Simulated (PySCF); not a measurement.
Compound: C₃H₅F₃OSSi.
Geometry (PBE0-D3(BJ)/def2-SVP, Å), atoms numbered from 1 in this order:
```
atom  x, y, z in Å
F1     2.4149    0.3659   -1.2275
C2     2.7665    0.4739    0.0513
F3     2.4231    1.6969    0.4465
F4     4.0870    0.3585    0.1341
S5     2.0260   -0.8205    1.0898
C6     0.3311   -0.4076    0.8817
C7    -0.4124   -1.0656   -0.0258
O8    -1.7113   -0.8867   -0.2580
Si9   -2.7503    0.2164    0.4998
H10   -0.0905    0.3633    1.5356
H11    0.0372   -1.8360   -0.6627
H12   -4.0683   -0.0068   -0.1432
H13   -2.8015   -0.0714    1.9617
H14   -2.2588    1.6045    0.2694
```

Linear response at B3LYP/def2-SVPD (PySCF, frozen core in the response, non-relativistic).

Static isotropic polarisability: 92.77 au (13.75 Å³), principal values 77.2, 78.8, 122.4 au.

Task: What is the polarisability at 1064 nm and at the sodium D line?

Result: 93.73 au at 1064 nm (+1.0 %), 96.05 au at 589.3 nm (+3.5 %). The rise at 589.3 nm is 3.41 times that at 1064 nm; a pure ω² law gives 3.26. The lowest singlet lies at 237 nm, shorter than both wavelengths.

Task: What is the isotropic C6 coefficient between two such molecules, C6 = (3/π)∫α(iω)² dω?

Result: 3378 au (Eh·bohr⁶) by a ten-point quadrature over imaginary frequencies, which is 2020 eV·Å⁶ or 195 J·nm⁶/mol.

Task: Which effective excitation energy ω̄ makes London's formula C6 = (3/4)α²ω̄ exact here?

Result: ω̄ = 4·C6/(3α²) = 0.523 Eh = 14.2 eV. A one-pole form α(ω) = α/(1 − ω²/ω̄²) fitted to the 1064 nm value gives 11.5 eV. London's choice of the ionisation energy (9.38 eV, ΔSCF at the same level) gives C6 = 2230 au, 34 % too low.

Task: How anisotropic is the static polarisability, by Δα² = ½[(α1 − α2)² + (α2 − α3)² + (α3 − α1)²]?

Result: Δα = 44.4 au, or 0.48 of the isotropic value.

Task: The lowest 10 singlets have (eV, f): 5.23, 0.008; 5.81, 0.033; 6.12, 0.010; 6.16, 0.240; 6.50, 0.068; 6.66, 0.031; 6.81, 0.004; 6.89, 0.004; 7.03, 0.032; 7.13, 0.016. What share of the static polarisability do they carry in the sum over states α = Σ f/ω²?

Result: 8.34 au, 9.0 % of α; the largest term, 4.67 au, is that of the state at 6.16 eV. Their oscillator strengths add up to 0.44. Higher states carry the rest.

Task: What molar refraction at the D line follows from R = (4π/3)·N_A·α′, with α′ the polarisability volume?

Result: α′ = 14.23 Å³ gives R = 35.90 cm³/mol, for isolated, non-vibrating species.

Task: How many electrons N does the Slater–Kirkwood formula C6 = (3/4)·√N·α^(3/2) need to give this C6?

Result: N = (4·C6/3)²/α³ = 25.4; the species has 88 electrons in all.

Hardware: an Arm Neoverse V2 with one thread, shared host with 96 logical CPUs at a one-minute load of 42. Cost: 2.9 min, 1.1 GiB resident at most. This is the whole response run at B3LYP/def2-SVPD, SCF included.

One conformer stands for the species.
